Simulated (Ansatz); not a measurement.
Problem. Name a neutral molecule of C, Cl, O, Si and H with LUMO energy (B3LYP/def2-TZVPP) between -0.75 and -0.45 eV and size of the dipole moment (ωB97M-V/def2-TZVPP) between 1.80 and 2.10 D (Ansatz, PBE0-D4/def2-TZVP geometry).

Solution. `CO[Si@@H](O)[Si@@H](O)Cl` (-0.66 eV, 1.84 D). Other molecules can fit too; these were computed, each in one conformer that needn't be the lowest.

B3LYP here is the variant with VWN-RPA as its local correlation; programs differ in this.
